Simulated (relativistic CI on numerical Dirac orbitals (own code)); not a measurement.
## Slater and spin-orbit integrals, Al I

Method of calculation: Dirac-Coulomb-Breit CI, orbitals from a KLI potential per configuration, QED by a radiative potential, valence Slater integrals scaled by 0.85, P86 correlation energy added to each configuration (own radial code, finite nucleus).

Slater integrals F^k, G^k are unscaled and averaged over j, outside the closed core [Ne]; ζ comes from projecting the Hamiltonian with its Breit term on Σ l·s of the shell.

- 3s2.3p: ζ(3p) = 73.619 cm⁻¹; <r>(3p) = 3.483, <r^2>(3p) = 14.46 (bohr units).
- 3s.3p2: F^2(3p,3p) = 29662, G^1(3s,3p) = 41887, ζ(3p) = 78.25 cm⁻¹; <r>(3s) = 2.528, <r^2>(3s) = 7.458, <r>(3p) = 3.348, <r^2>(3p) = 13.36 (bohr units).
- 3s2.3d: ζ(3d) = -0.13279 cm⁻¹; <r>(3d) = 9.627, <r^2>(3d) = 108.8 (bohr units).

In this model ζ of a weakly bound d, f or g electron outside closed shells comes out too small, for d by up to a factor of two or three and at times with the wrong sign; that of an outer p electron is too small as well.

Correlation outside the listed configurations is missing or only estimated: errors of thousands of cm⁻¹ between configurations and terms are usual at this charge. Rates and lifetimes follow the computed energies and can be off by large factors. The fine structure of a lone outer electron comes out too small, for d and f at times inverted, and misplaced configurations move strength between like terms. 15 of the 26 excited levels that our extract of the measured tables holds in this range could be paired (the sources list more); they are missed by 4073 cm⁻¹ on average and 6193 at most, and levels without a partner can miss by more.

Averages of the first 10 configurations, taken without configuration mixing, which lowers the lowest level and can move excited configurations by several eV; other configurations of the list can lie among them:

```json
{"Configuration": "3s2.3p", "Parity": "odd", "States": "6", "Average energy above the lowest level (eV)": "0.5"}
{"Configuration": "3s2.4s", "Parity": "even", "States": "2", "Average energy above the lowest level (eV)": "3.7"}
{"Configuration": "3s.3p2", "Parity": "even", "States": "30", "Average energy above the lowest level (eV)": "5.2"}
{"Configuration": "3s2.3d", "Parity": "even", "States": "10", "Average energy above the lowest level (eV)": "4.9"}
{"Configuration": "3s2.4p", "Parity": "odd", "States": "6", "Average energy above the lowest level (eV)": "4.7"}
{"Configuration": "3s2.5s", "Parity": "even", "States": "2", "Average energy above the lowest level (eV)": "5.3"}
{"Configuration": "3s2.4d", "Parity": "even", "States": "10", "Average energy above the lowest level (eV)": "5.7"}
{"Configuration": "3s2.5p", "Parity": "odd", "States": "6", "Average energy above the lowest level (eV)": "5.6"}
{"Configuration": "3s2.4f", "Parity": "odd", "States": "14", "Average energy above the lowest level (eV)": "5.9"}
{"Configuration": "3s2.6s", "Parity": "even", "States": "2", "Average energy above the lowest level (eV)": "5.9"}
```
